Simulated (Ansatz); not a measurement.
Reaction (redistribution): `BCS[SiH2]F` + `O[SiH2][SiH2]CF` → `O[SiH2][SiH2][SiH2]F` + `BCSCF`

Isolated molecules relaxed with PBE0-D4/def2-TZVP in Ansatz; ΔE leaves out vibrations. CCSD(T)/CBS is the MP2 limit (def2-TZVPP, def2-QZVPP) plus CCSD(T) − MP2 in def2-TZVPP, frozen cores. Functionals use def2-TZVPP. One conformer a species, not always the lowest.

Question: Is it downhill or uphill in electronic energy at CCSD(T)/CBS, and by how much? (Best estimate.)

Answer: Ansatz gave: Uphill: ΔE = +70.3 kJ/mol.

Question: What do these levels give: PBE-D4, r2SCAN-D4, r2SCAN, CCSD/def2-TZVPP, HF/CBS(def2), CCSD/CBS(def2)? (Best estimate.)

Answer: The calculation gave: PBE-D4 58.3, r2SCAN-D4 66.6, r2SCAN 66.7, CCSD/def2-TZVPP 70.4, HF/CBS(def2) 77.3, CCSD/CBS(def2) 71.5 kJ/mol.

Largest T1 diagnostic among the species: 0.013.

From PBE to PBE0 (25 % exact exchange), in def2-TZVPP and without D4, ΔE moves by +3.7 kJ/mol.
